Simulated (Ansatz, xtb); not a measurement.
# Isomers of C4H5BO3 in order of energy

4 gas-phase structures of C4H5BO3, from a drawn sample of its isomers (lower ones may exist). Each was relaxed with GFN2-xTB:

A. `OB(O)c1ccoc1`, a singlet
B. `O=CC=C=CB(O)O`, a singlet
C. `OB(O)c1ccco1`, a singlet
D. `O=C1C=CB(O)OC1`, a singlet

Task: Make a reasoned guess at their ranking by r2SCAN-D4/def2-SVP single-point energy.

Result: Calculated order at r2SCAN-D4/def2-SVP: C (0.0), A (5.6), D (8.9), B (34.0) kcal/mol.

Energies above the lowest of each column, in kcal/mol; the last columns are at B3LYP/def2-SVP geometries and were run for some of them only (a dash: not run or not comparable):

```csv
structure,GFN2-xTB,HF/STO-3G,r2SCAN-D4/def2-SVP,B3LYP/def2-SVP,CCSD(T)/def2-SVP + ΔMP2/def2-TZVPP
C,0.0,0.0,0.0,0.0,0.0
A,3.6,5.9,5.6,5.4,4.2
D,17.6,7.4,8.9,7.6,9.5
B,47.8,65.9,34.0,–,–
```

Every level run on C puts it lowest or level with the lowest. Flexible structures stand in one conformer each, not always the lowest. Frequencies (GFN2-xTB) were run for A, C, D alone. The ΔMP2 step shifts differences by up to 3.1 kcal/mol, which makes them less sure. ΔMP2 is the change of the MP2 energy from the smaller to the larger basis.

Over these structures GFN2-xTB departs from r2SCAN-D4/def2-SVP by 6.1 kcal/mol on average once a common shift is removed. A GFN2-xTB relaxation took about 0.15 s and the r2SCAN-D4/def2-SVP energy about 1.7 s on a shared host (Ansatz 0.2.0, xtb 6.7.1).
